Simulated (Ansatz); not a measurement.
`[SH][Ge][SH]` and `[SH][Sn][SH]` differ in one element.

Ansatz, PBE0-D4/def2-TZVP geometries, multiplicity 1. Each molecule was computed in one conformer, which needn't be the lowest.

Elements past krypton have def2 core potentials. Scalar relativity is left out up to krypton.

```json
{"property": "HOMO energy (PBE0/def2-TZVPP) / eV", "`[SH][Ge][SH]`": "-7.31"}
{"property": "HOMO–LUMO gap (B3LYP/def2-TZVPP) / eV", "`[SH][Ge][SH]`": "4.60"}
{"property": "HOMO energy (B3LYP/def2-TZVPP) / eV", "`[SH][Ge][SH]`": "-7.11"}
{"property": "size of the dipole moment (B3LYP/def2-TZVPP) / D", "`[SH][Ge][SH]`": "1.30"}
{"property": "LUMO energy (PBE/def2-TZVPP) / eV", "`[SH][Ge][SH]`": "-3.03"}
{"property": "HOMO–LUMO gap (ωB97M-V/def2-TZVPP) / eV", "`[SH][Ge][SH]`": "8.90"}
```

(1) Give the same properties after the change, and the shifts. (Best estimate.)

Answers

(1) Computed: 
```tsv
property	`[SH][Sn][SH]`	shift
HOMO energy (PBE0/def2-TZVPP) / eV	-7.19	0.12
HOMO–LUMO gap (B3LYP/def2-TZVPP) / eV	4.32	-0.28
HOMO energy (B3LYP/def2-TZVPP) / eV	-7.01	0.10
size of the dipole moment (B3LYP/def2-TZVPP) / D	2.16	0.86
LUMO energy (PBE/def2-TZVPP) / eV	-3.11	-0.08
HOMO–LUMO gap (ωB97M-V/def2-TZVPP) / eV	8.39	-0.51
```

With PBE0 the HOMO rises by 0.12 eV and the LUMO falls by 0.15 eV, so the gap narrows by about 0.27 eV. PBE moves the HOMO by 0.10 eV and ωB97M-V by 0.17 eV. Dipoles are sizes alone; their direction can turn.

B3LYP here is the variant with VWN-RPA as its local correlation; programs differ in this.
